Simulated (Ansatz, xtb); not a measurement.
# Ranking isomers of C3H5FO2S

3 gas-phase structures of C3H5FO2S, from a drawn sample of its isomers (lower ones may exist). Each was relaxed with GFN2-xTB; where two conformers were screened, the lower at r2SCAN-D4/def2-SVP is listed:

A. `O=S1(=O)CC(F)C1`, a singlet
B. `O=[S@@]1CC[C@@H](F)O1`, a singlet
C. `CS[C@H](F)C(=O)O`, a singlet

Q: Which do you expect lowest at r2SCAN-D4/def2-SVP, and how would the others follow?

A: Calculated order at r2SCAN-D4/def2-SVP: C (0.0), B (34.6), A (65.4) kcal/mol.

Energies above the lowest of each column, in kcal/mol; the last columns are at B3LYP/def2-SVP geometries:

| structure | GFN2-xTB | HF/STO-3G | r2SCAN-D4/def2-SVP | B3LYP/def2-SVP | CCSD(T)/def2-SVP + ΔMP2/def2-TZVPP |
| --- | --- | --- | --- | --- | --- |
| C | 13.7 | 0.0 | 0.0 | 0.0 | 0.0 |
| B | 0.0 | 92.1 | 34.6 | 37.1 | 17.9 |
| A | 32.1 | 238.7 | 65.4 | 70.9 | 34.6 |

CCSD(T)/def2-SVP + ΔMP2/def2-TZVPP puts C lowest; GFN2-xTB picks B. Flexible structures stand in one conformer each, not always the lowest. The ΔMP2 step shifts differences by up to 41.6 kcal/mol, which makes them less sure. ΔMP2 is the change of the MP2 energy from the smaller to the larger basis.

Programs: Ansatz 0.2.0, xtb 6.7.1.
